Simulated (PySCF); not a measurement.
Precursor series Ta F-OH. All species are isolated molecules in the gas phase. One relaxed conformer stands for each flexible species; it need not be the lowest.

These are B3LYP-D3(BJ)/def2-TZVP // r2SCAN-D4/def2-SVP (PySCF) values and carry that method's errors. B3LYP has the VWN-RPA correlation part, as in Gaussian. 

```csv
species,HOMO–LUMO gap (eV),LUMO (eV),charge on the central atom (Mulliken) (e)
1 of 5 F replaced by OH ([Ta(F)4(OH)]),8.24,-2.12,[?]
2 of 5 F replaced by OH ([Ta(F)3(OH)2]),[?],-1.99,1.72
3 of 5 F replaced by OH ([Ta(F)2(OH)3]),7.66,[?],1.67
4 of 5 F replaced by OH,7.71,-1.30,1.63
5 of 5 F replaced by OH ([Ta(OH)5]),7.17,-1.13,1.57
```

**Question.** Some entries are withheld; supply them.

**Answer.** 
- 1 of 5 F replaced by OH ([Ta(F)4(OH)]), charge on the central atom (Mulliken) (e): 1.76
- 2 of 5 F replaced by OH ([Ta(F)3(OH)2]), HOMO–LUMO gap (eV): 7.95
- 3 of 5 F replaced by OH ([Ta(F)2(OH)3]), LUMO (eV): -1.69
